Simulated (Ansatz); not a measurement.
One geometry of B₈⁺, several levels of theory.

```yaml
crystal:
  periodic: [false, false, false]
  atoms:
    - {symbol: B, position_ang: [-1.365168, 1.252468, 0.033011]}
    - {symbol: B, position_ang: [-1.816338, -0.249894, 0.027113]}
    - {symbol: B, position_ang: [0.108802, 1.819826, 0.014179]}
    - {symbol: B, position_ang: [0.698288, -1.702709, -0.026626]}
    - {symbol: B, position_ang: [-0.000134, 0.000014, 0.000352]}
    - {symbol: B, position_ang: [1.510210, 1.011467, -0.016555]}
    - {symbol: B, position_ang: [1.763935, -0.556584, -0.033783]}
    - {symbol: B, position_ang: [-0.899606, -1.574587, 0.002299]}
basis:
  gaussian: {orbitals: def2-TZVP, initial_orbitals: start.molden}
total_charge: 1
magnetization: {spin_polarized: true, initial_magnetization: 1}
hamiltonian: {xc: {name: BLYP}, dispersion: d4}
scf: {omitted_lower_state_checks: [starts]}
output: {orbitals: {seedname: orbitals}}
```

The file start.molden holds the orbitals of an earlier run on this structure, at another level or in another basis.

```sh
$ ansatz run in.yaml --threads 4 --pin off --events-out ev --progress --plain --max-ram 4787MiB
```

Output, abridged:

```
Functional definition: BLYP
  name "BLYP"
  cite "Becke, Phys. Rev. A 38, 3098 (1988) doi:10.1103/PhysRevA.38.3098"
  cite "Lee, Yang & Parr, Phys. Rev. B 37, 785 (1988) doi:10.1103/PhysRevB.37.785"
  parameter beta = 0.0042
  parameter a = 0.04918
  parameter b = 0.132
  parameter c = 0.2533
  parameter d = 0.349
  exchange = b88_x(beta = beta)
  correlation = lyp_c(a = a, b = b, c = c, d = d)
these checks for a lower state are left out or cut short: starts
1352 factors; their error is unknown
mean field evaluation 1: about -5393.2345 eV, gradient 8.4e0 eV
mean field evaluation 2: about -5393.4601 eV, gradient 2.3e-1 eV
mean field evaluation 4: about -5393.4288 eV, gradient 1.5e-3 eV
mean field evaluation 8: about -5393.4288 eV, gradient 1.1e-5 eV
mean field -5393.42881893 eV, -198.2048532985 hartree, gradient 1.1e-5 eV, S^2 0.754506; 0 other end points of the search recorded, 0 dependent functions left out
reference -5393.42916806 eV, -198.2048661285 hartree; 20, 19 occupied and 228, 229 virtual orbitals, 1352 factors
Total energy: -5394.00777519 eV, -198.2261295485 hartree
Checks for a lower state left out: starts
```

It took 3.7 s on 4 threads of Intel Xeon Platinum 8488C on a shared host.

The first input with `hamiltonian: {xc: {name: CAM-B3LYP}, dispersion: d4}` (abridged; 12 s):

```
Functional definition: CAM-B3LYP
mean field -5390.81218782 eV, -198.1086938785 hartree, gradient 8.7e-6 eV, S^2 0.769456
Total energy: -5391.03935882 eV, -198.1170422590 hartree
Checks for a lower state left out: starts
```

As the first input, with `hamiltonian: {xc: pbe0, dispersion: d4}` (abridged; 11 s):

```
Functional definition: PBE0
mean field -5388.12553052 eV, -198.0099610440 hartree, gradient 9.6e-6 eV, S^2 0.764335
Total energy: -5388.34594765 eV, -198.0180612241 hartree
Checks for a lower state left out: starts
```

The first input with `hamiltonian: {xc: {name: B2PLYP}}` and without the key `output` (abridged; 7.5 s):

```
Functional definition: B2PLYP
mean field -5383.49196380 eV, -197.8396806077 hartree, gradient 2.4e-6 eV, S^2 0.776722
8 core orbitals not correlated: weight in the atoms' cores, before any rotation towards them, 1.000 or more for the frozen orbitals, at most 0.000 for the correlated occupied ones
second order -24.41455020 eV of doubles, -0.00000000 eV of singles
Total energy: -5390.08405739 eV, -198.0819355788 hartree
Checks for a lower state left out: starts
```

The first input with `correlation: {method: mp2}` and without the key `hamiltonian` (abridged; 5.5 s):

```
Functional definition: HF
mean field -5359.16425427 eV, -196.9456537723 hartree, gradient 2.7e-6 eV, S^2 0.825096
8 core orbitals not correlated: weight in the atoms' cores, before any rotation towards them, 1.000 or more for the frozen orbitals, at most 0.000 for the correlated occupied ones
second order -18.96822720 eV of doubles, -0.00000000 eV of singles
Total energy: -5378.13248146 eV, -197.6427232647 hartree
Checks for a lower state left out: starts
```

The first input with `hamiltonian: {xc: pbe, dispersion: d4}`, `output: {forces: true, orbitals: {seedname: orbitals}}` (abridged; 4.4 s):

```
Functional definition: PBE
mean field -5387.38936813 eV, -197.9829075749 hartree, gradient 9.3e-6 eV, S^2 0.756087
Total energy: -5387.65028741 eV, -197.9924961819 hartree
Atom 0 force     0.258443    -0.263729    -0.006611 eV/Å
Atom 1 force     0.335092     0.118063    -0.000016 eV/Å
Atom 2 force    -0.083250    -0.338228    -0.003801 eV/Å
Atom 3 force    -0.072600     0.353448     0.009093 eV/Å
Atom 4 force     0.003167    -0.000056    -0.000940 eV/Å
Atom 5 force    -0.254795    -0.228692     0.004830 eV/Å
Atom 6 force    -0.364872     0.070877     0.004033 eV/Å
Atom 7 force     0.178814     0.288318    -0.006590 eV/Å
Dipole moment:     0.000144     0.000307     0.000346 e Å
Checks for a lower state left out: starts
```

First input, but with `gaussian: {orbitals: def2-SVP, initial_orbitals: start.molden}`, `correlation: {method: ccsd_t}`, `scf: {omitted_lower_state_checks: [starts, cluster_reference]}` and without the key `hamiltonian` (abridged; 10 s):

```
Functional definition: HF
mean field -5353.48367328 eV, -196.7368962714 hartree, gradient 3.5e-6 eV, S^2 0.821526
8 core orbitals not correlated: weight in the atoms' cores, before any rotation towards them, 1.000 or more for the frozen orbitals, at most 0.000 for the correlated occupied ones
second order -16.23788727 eV of doubles, -0.00000000 eV of singles
cycle   1  -16.26463870 eV  change   -2.7e-2 eV  update   1.5e-1
cycle   2  -16.90392996 eV  change   -6.4e-1 eV  update   5.1e-2
cycle   3  -17.07771727 eV  change   -1.7e-1 eV  update   2.7e-2
cycle   4  -17.07777093 eV  change   -5.4e-5 eV  update   7.9e-3
cycle   5  -17.07690374 eV  change    8.7e-4 eV  update   3.7e-3
cycle   6  -17.07689658 eV  change    7.2e-6 eV  update   1.3e-3
cycle   7  -17.07649298 eV  change    4.0e-4 eV  update   5.5e-4
cycle   8  -17.07662693 eV  change   -1.3e-4 eV  update   2.4e-4
cycle   9  -17.07665822 eV  change   -3.1e-5 eV  update   1.1e-4
cycle  10  -17.07661236 eV  change    4.6e-5 eV  update   5.5e-5
cycle  11  -17.07665590 eV  change   -4.4e-5 eV  update   3.1e-5
cycle  12  -17.07664971 eV  change    6.2e-6 eV  update   1.8e-5
perturbative correction -1.31301147 eV, -0.0482522817 hartree
Total energy: -5371.87333446 eV, -197.4127038548 hartree
Checks for a lower state left out: starts, cluster_reference
```

Geometry: PBE-D4/def2-SVP.

Correlated methods freeze 8 core orbitals. At BLYP-D4/def2-TZVP the gap within one spin of the charge 1 doublet nearly closes, so an electron or hole may be smeared out by delocalisation error. At MP2/def2-TZVP the charge 1 doublet is spin-contaminated (final ⟨S²⟩ up to 0.83, 0.75 for a pure state). The structure comes from a short search, and lower isomers may exist.
